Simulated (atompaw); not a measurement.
# What one change does to a pseudopotential (Pt (Z = 78), PAW (atompaw))

```json
{
 "Element": "Pt (Z = 78)",
 "Generator": "atompaw 4.2.0.5",
 "Type": "PAW",
 "Functional": "LDA (PW92)",
 "Relativity": "scalar-relativistic",
 "Frozen core": "[Kr] 4d10 4f14",
 "Valence charge": "18",
 "Reference configuration": "5s2 5p6 5d9 6s1 6p0",
 "Partial waves": "5s (bound): rc 1.40 bohr; 6s (bound): rc 2.05 bohr; 5p (bound): rc 1.90 bohr; 6p (bound, empty): rc 2.05 bohr; 5d (bound): rc 1.75 bohr; 5d channel at 2.25 Ry: rc 2.05 bohr",
 "Local potential": "troulliermartins scheme with l = 3 at -0.5 Ry, radius 1.35 bohr",
 "Core correction": "smooth core density matched at 1.90 bohr",
 "Augmentation charge": "besselshape compensation charge, radius 1.60 bohr; PAW radius 2.05 bohr; waves and projectors: custom polynom gramschmidtortho"
}
```

Change: all radii scaled by about 1.23 (s 1.72, p 2.34, d 2.16 bohr); local potential troulliermartins scheme with l = 3 at -0.5 Ry, radius 1.66 bohr; augmentation besselshape compensation charge, radius 1.98 bohr; PAW radius 2.52 bohr; waves and projectors: custom polynom gramschmidtortho; core correction smooth core density matched at 2.34 bohr.

Cutoffs: the cutoffs (Ry, on a coarse ladder) from which the occupation-weighted sum of valence levels, in a spherical-Bessel basis at the reference potential, stays within 10 and 1 mRy of its value at 400 Ry; they do not see the model core or the augmentation charge, which bear on the density cutoff.

Question: What does the change do?

Answer: The potential gets softer (45 Ry and 60 Ry → 35 Ry and 45 Ry); the bound ghost in d, s disappears. A larger radius leaves more room for a smooth pseudo-wave, so fewer plane waves are needed.

| quantity | base | changed |
| --- | --- | --- |
| cutoff, loose | 45 Ry | 35 Ry |
| cutoff, tight | 60 Ry | 45 Ry |
| loose cutoff by channel (10 mRy a level) | s 21 Ry, p 21 Ry, d 25 Ry | s 18 Ry, p 12 Ry, d 18 Ry |
| bound ghosts | s, d | none |
| lowest overlap eigenvalue by channel | s 0.33, p 0.75, d 0.53 | s 0.33, p 0.71, d 0.75 |

 A true bound ghost makes a file unfit for plane-wave use even where its test errors are small: the radial tests pick states by their node count and pass the ghost by. The cutoffs see the waves, projectors and local potential, not the compensation charge or the core.
